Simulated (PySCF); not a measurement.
Isomers of C7H7FO, mass 126.048 u with the commonest isotopes. Method used: PBE0-D3(BJ)/def2-SVP geometry optimisation, gas phase in PySCF. One conformer each, none proved a minimum here; rigid rotors.

Question: Order these by radius of gyration √(Σ m r²/M), smallest first.
A. `[CH3:1][O:2][c:3]1[cH:4][cH:5][cH:6][cH:7][c:8]1[F:9]` with C1–O2–C3–C4 0°
B. `[CH3:1][O:2][C@@:3]12[CH:4]=[CH:5][C@@H:6]1[CH:7]=[C:8]2[F:9]` with C1–O2–C3–C4 77°
C. `[F:1][CH2:2][C:3]1=[CH:4][C@@H:5]2[CH:6]=[CH:7][C@H:8]1[O:9]2` with F1–C2–C3–C4 -1°

Answer: B (1.890 Å), C (1.983 Å), A (2.031 Å).

Question: Order these by rotational constant C, smallest first.
A. `[CH3:1][O:2][c:3]1[cH:4][cH:5][cH:6][cH:7][c:8]1[F:9]` with C1–O2–C3–C4 0°
B. `[CH3:1][O:2][C@@:3]12[CH:4]=[CH:5][C@@H:6]1[CH:7]=[C:8]2[F:9]` with C1–O2–C3–C4 77°
C. `[F:1][CH2:2][C:3]1=[CH:4][C@@H:5]2[CH:6]=[CH:7][C@H:8]1[O:9]2` with F1–C2–C3–C4 -1°

Answer: A (975.4 MHz), C (1154 MHz), B (1263 MHz).

Question: Order these by rotational constant B, largest first.
A. `[F:1][CH2:2][C:3]1=[CH:4][C@@H:5]2[CH:6]=[CH:7][C@H:8]1[O:9]2` with F1–C2–C3–C4 -1°
B. `[CH3:1][O:2][c:3]1[cH:4][cH:5][cH:6][cH:7][c:8]1[F:9]` with C1–O2–C3–C4 0°
C. `[CH3:1][O:2][C@@:3]12[CH:4]=[CH:5][C@@H:6]1[CH:7]=[C:8]2[F:9]` with C1–O2–C3–C4 77°

Answer: C (1888 MHz), B (1568 MHz), A (1209 MHz).

```json
{"SMILES": "COc1ccccc1F", "point group": "Cs", "Ia (u·Å²)": "199.05", "Ib (u·Å²)": "322.35", "Ic (u·Å²)": "518.15", "κ": "-0.24", "μa (D)": "0.56", "μb (D)": "2.27", "μc (D)": "0.01"}
{"SMILES": "CO[C@@]12C=C[C@@H]1C=C2F", "point group": "C1", "Ia (u·Å²)": "232.80", "Ib (u·Å²)": "267.72", "Ic (u·Å²)": "400.03", "κ": "0.38", "μa (D)": "0.41", "μb (D)": "0.55", "μc (D)": "0.79"}
{"SMILES": "FCC1=C[C@@H]2C=C[C@H]1O2", "point group": "C1", "Ia (u·Å²)": "135.13", "Ib (u·Å²)": "417.86", "Ic (u·Å²)": "437.98", "κ": "-0.96", "μa (D)": "0.31", "μb (D)": "1.19", "μc (D)": "1.13"}
```
